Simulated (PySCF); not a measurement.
CH3Cl2Sn, charge +1, singlet, geometry from GFN2-xTB (such geometries of metal compounds can be far from the true shape) (all electrons, no relativity); WB97M-V/STO-3G (PySCF).

Here is a job for PySCF.
```python
from pyscf import gto, scf, dft

mol = gto.Mole()
mol.atom = '''
    Sn   -0.19562097   -0.15051911   -0.04064881
    C    -1.95684416   -1.50138440   -0.40790968
    H    -1.58957427   -2.32720101   -1.02106121
    H    -2.71327806   -0.90388889   -0.91930775
    H    -2.28908326   -1.84854075    0.57286282
    Cl   -0.09059780    2.05228167   -0.65606618
    Cl    1.74436539   -0.78087621    1.00003116
'''
mol.basis = 'sto-3g'
mol.charge = 1
mol.verbose = 4
mol.build()

mf = dft.RKS(mol)
mf.xc = 'wb97m_v'
mf.kernel()
mf.analyze()
```

It wrote (shortened):

```
PySCF version 2.14.0

[INPUT] verbose = 4
[INPUT] num. atoms = 7
[INPUT] num. electrons = 92
[INPUT] charge = 1
[INPUT] spin (= nelec alpha-beta = 2S) = 0
[INPUT] symmetry False subgroup None
[INPUT] Mole.unit = angstrom
[INPUT] Symbol           X                Y                Z      unit          X                Y                Z       unit  Magmom
[...]
nuclear repulsion = 581.529528265548
number of shells = 27
number of NR pGTOs = 159
number of NR cGTOs = 53
basis = sto-3g
ecp = {}

******** <class 'pyscf.dft.rks.RKS'> ********
method = RKS
initial guess = minao
damping factor = 0
level_shift factor = 0
DIIS = <class 'pyscf.scf.diis.CDIIS'>
diis_start_cycle = 1
diis_space = 8
diis_damp = 0
SCF conv_tol = 1e-09
SCF conv_tol_grad = None
SCF max_cycles = 50
direct_scf = True
direct_scf_tol = 1e-13
XC library pyscf.dft.libxc version 7.1.2
    S. Lehtola, C. Steigemann, M. J. T. Oliveira, and M. A. L. Marques,  SoftwareX 7, 1–5 (2018)
XC functionals = wb97m_v
    N. Mardirossian and M. Head-Gordon,  J. Chem. Phys. 144, 214110 (2016)
radial grids:
    Treutler-Ahlrichs [JCP 102, 346 (1995); DOI:10.1063/1.469408] (M4) radial grids

becke partition: Becke, JCP 88, 2547 (1988); DOI:10.1063/1.454033
pruning grids: <function nwchem_prune>
grids dens level: 3
symmetrized grids: False
atomic radii adjust function: <function treutler_atomic_radii_adjust>
** Following is NLC and NLC Grids **
NLC functional = wb97m_v
radial grids:
    Treutler-Ahlrichs [JCP 102, 346 (1995); DOI:10.1063/1.469408] (M4) radial grids

becke partition: Becke, JCP 88, 2547 (1988); DOI:10.1063/1.454033
pruning grids: <function nwchem_prune>
grids dens level: 3
symmetrized grids: False
atomic radii adjust function: <function treutler_atomic_radii_adjust>
small_rho_cutoff = 0
Set gradient conv threshold to 3.16228e-05
Initial guess from minao.
tot grids = 103264
tot grids = 103264
init E= -6898.3808042175
[...]
cycle= 1 E= -6915.17648243588  delta_E= -16.8  |g|= 0.335  |ddm|= 3.13
[...]
cycle= 2 E= -6915.22635046452  delta_E= -0.0499  |g|= 0.175  |ddm|=    1
[...]
cycle= 3 E= -6915.23654336111  delta_E= -0.0102  |g|= 0.0367  |ddm|= 0.309
[...]
cycle= 4 E= -6915.23722001099  delta_E= -0.000677  |g|= 0.0055  |ddm|= 0.0827
[...]
cycle= 5 E= -6915.23724511546  delta_E= -2.51e-05  |g|= 0.00152  |ddm|= 0.0208
[...]
cycle= 6 E= -6915.23724695282  delta_E= -1.84e-06  |g|= 0.000175  |ddm|= 0.00539
[...]
cycle= 7 E= -6915.23724698719  delta_E= -3.44e-08  |g|= 3.2e-05  |ddm|= 0.000796
[...]
cycle= 8 E= -6915.23724698896  delta_E= -1.77e-09  |g|= 8.04e-06  |ddm|= 0.000188
[...]
cycle= 9 E= -6915.2372469891  delta_E= -1.42e-10  |g|= 1.25e-06  |ddm|= 4.94e-05
[...]
Extra cycle  E= -6915.23724698903  delta_E= 6.91e-11  |g|= 5.04e-07  |ddm|= 4.61e-06
converged SCF energy = -6915.23724698903
**** SCF Summaries ****
Total Energy =                       -6915.237246989028790
Nuclear Repulsion Energy =             581.529528265547697
One-electron Energy =               -10693.306241481259349
Two-electron Energy =                 3196.539466226683089
Two-electron Coulomb Energy =         3420.867597469692100
DFT Exchange-Correlation Energy =     -224.328131243009210
HOMO-LUMO gap [eV] =                     9.974063073116142
**** MO energy ****
[...]
 ** Mulliken pop on meta-lowdin orthogonal AOs  **
 ** Mulliken pop  **
 ** Mulliken atomic charges  **
charge of    0Sn =      1.11861
charge of    1C =     -0.17733
charge of    2H =      0.09619
charge of    3H =      0.09631
charge of    4H =      0.09619
charge of    5Cl =     -0.11513
charge of    6Cl =     -0.11483

WARN: System has nonzero charge 1; the dipole moment is origin-dependent.
Location of origin: [0. 0. 0.]

Dipole moment(X, Y, Z, Debye): -3.50190, -2.71206, -0.72247
```
